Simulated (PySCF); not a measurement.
## CH6NOSi: g tensor and hyperfine couplings

Species: CH6NOSi (doublet state).
Cartesian coordinates in Å at the GFN2-xTB level; atoms count from 1:
```xyz
10
CH6NOSi angstrom
C     -1.6261   -0.3448   -0.1470
O     -0.2452   -0.5268   -0.2041
Si     0.9688    0.4889    0.1768
N      2.4858   -0.1844   -0.0353
H     -1.9444    0.4553   -0.8213
H     -1.9483   -0.0941    0.8673
H     -2.1027   -1.2781   -0.4514
H      0.9066    1.7109   -0.6457
H      0.8785    0.9079    1.5880
H      2.6358   -1.1302   -0.3499
```

The hyperfine couplings belong to this conformer and change with its torsions.

The species is `[SiH2]([NH])OC` [radical].

Theory: UKS B3LYP, pcH-1 on C H N O Si, non-relativistic, mean-field spin-orbit, GIAO (PySCF). Isolated species at its GFN2-xTB geometry (one conformer only). Couplings are sensitive to structure, and on GFN2-xTB geometries they can be far from those on DFT ones. Stability of the SCF solution: not tested.

```
g1, g2, g3                      : 2.00222, 2.00396, 2.01028
g_iso                           : 2.00548
Form of g                       : rhombic: the two nearest values differ by 22 % of g3 − g1
⟨S²⟩                            : 0.7535 (exact 0.7500)
α and β electrons               : 21, 20
HOMO–LUMO gap, α and β orbitals : 8.77, 3.94 eV
Basis functions                 : 170
```

Hyperfine couplings atom by atom, in mT; T1 to T3 are the principal values of the dipolar part (MHz turned into mT with g_iso):

```json
{"atom": "C1", "isotope": "13C", "a_iso": "-0.03", "of which spin–orbit": "0.00", "T1": "-0.01", "T2": "0.00", "T3": "0.01", "Mulliken spin population": "0.00"}
{"atom": "O2", "isotope": "17O", "a_iso": "0.24", "of which spin–orbit": "0.00", "T1": "-0.04", "T2": "0.01", "T3": "0.03", "Mulliken spin population": "0.00"}
{"atom": "Si3", "isotope": "29Si", "a_iso": "2.17", "of which spin–orbit": "0.00", "T1": "-0.12", "T2": "-0.01", "T3": "0.14", "Mulliken spin population": "-0.06"}
{"atom": "N4", "isotope": "14N", "a_iso": "1.02", "of which spin–orbit": "0.01", "T1": "-1.48", "T2": "-1.45", "T3": "2.93", "Mulliken spin population": "0.96"}
{"atom": "H5", "isotope": "1H", "a_iso": "0.02", "of which spin–orbit": "0.00", "T1": "-0.03", "T2": "-0.03", "T3": "0.06", "Mulliken spin population": "0.00"}
{"atom": "H6", "isotope": "1H", "a_iso": "0.02", "of which spin–orbit": "0.00", "T1": "-0.03", "T2": "-0.03", "T3": "0.06", "Mulliken spin population": "0.00"}
{"atom": "H7", "isotope": "1H", "a_iso": "0.00", "of which spin–orbit": "0.00", "T1": "-0.02", "T2": "-0.02", "T3": "0.05", "Mulliken spin population": "0.00"}
{"atom": "H8", "isotope": "1H", "a_iso": "3.89", "of which spin–orbit": "0.00", "T1": "-0.16", "T2": "-0.06", "T3": "0.22", "Mulliken spin population": "0.06"}
{"atom": "H9", "isotope": "1H", "a_iso": "4.07", "of which spin–orbit": "0.00", "T1": "-0.16", "T2": "-0.06", "T3": "0.22", "Mulliken spin population": "0.06"}
{"atom": "H10", "isotope": "1H", "a_iso": "-2.02", "of which spin–orbit": "0.01", "T1": "-1.84", "T2": "-0.30", "T3": "2.14", "Mulliken spin population": "-0.03"}
```

Largest spin populations (Mulliken): N4 (+0.96), H9 (+0.06) and H8 (+0.06). No atom but N4 exceeds +0.15.

Under fast tumbling the dipolar parts average out, and these isotropic splittings remain: 2 × 1H (H8/H9, I = 1/2, 3 lines) with 3.98 mT, 1 × 1H (H10, I = 1/2, 2 lines) with 2.02 mT and 1 × 14N (N4, I = 1, 3 lines) with 1.02 mT.

Class means assume fast exchange of nuclei equivalent by connectivity; if that motion is slow, each nucleus keeps its own coupling.

The 17O coupling of O2 (6.6 MHz) shows only in satellite lines or after enrichment, since that isotope makes up about 0.038 % of natural oxygen.

The 29Si coupling of Si3 (60.9 MHz) shows only in satellite lines or after enrichment, since that isotope makes up about 4.7 % of natural silicon.

The spin density at the nucleus, in bohr⁻³, is negative for Si3 (-0.0686), H10 (-0.0127) and O2 (-0.0109), for instance. A restricted open-shell determinant has no negative spin density anywhere; here it arises because α and β orbitals differ (spin polarisation).

Hardware: one thread, Arm Neoverse V2 (aarch64), no GPU, shared host with 96 logical CPUs at a one-minute load of 26. Cost: 16 s of wall time (with the writing of density and orbital grids), 0.57 GiB resident at most.
